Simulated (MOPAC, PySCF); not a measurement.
[Nb(=O)(OH)3], neutral singlet in the gas phase. 

Z-matrix (Å, degrees):
```
Nb
O 1 1.7223
O 1 1.9146 2 109.11
H 3 0.9717 1 130.22 2 -0.02
O 1 1.9149 2 108.99 3 119.98
H 5 0.9718 1 130.06 2 0.51
O 1 1.9149 2 108.96 5 120.02
H 7 0.9718 1 129.99 2 -0.92
```
Charge 0, spin multiplicity 1.

All levels are single points at this geometry (TPSS-D3(BJ)/def2-SVP); Pople sets use spherical d functions. Orbital energies aren't observables, and empty levels follow the basis.

| level | HOMO (eV) | LUMO (eV) | gap (eV) | dipole (D) | vertical IE, Delta-SCF (eV) |
|---|---|---|---|---|---|
| PBE-D3(BJ)/def2-TZVP in PySCF | -7.59 | -1.76 | 5.83 | 0.46 | – |
| TPSSh-D3(BJ)/def2-TZVP in PySCF | -8.35 | -1.35 | 7.00 | 0.44 | – |
| B3LYP/6-31G* (LANL2DZ on Nb) in PySCF | -8.60 | -1.18 | 7.42 | 0.75 | 10.95 |
| BP86/6-31G* (LANL2DZ on Nb) in PySCF | -7.30 | -1.81 | 5.49 | 0.74 | – |
| M06-2X/6-31G* (LANL2DZ on Nb) in PySCF | -10.61 | -0.10 | 10.51 | 0.87 | – |
| SVWN5/6-31G* (LANL2DZ on Nb) in PySCF | -7.37 | -1.83 | 5.55 | 0.74 | – |
| HF/6-31G* (LANL2DZ on Nb) in PySCF | -13.46 | 1.75 | 15.20 | 0.67 | 10.77 |
| PM6 in MOPAC | -11.40 | 0.69 | 12.10 | 0.89 | – |
| PM7 in MOPAC | -11.36 | 0.92 | 12.28 | 1.74 | – |
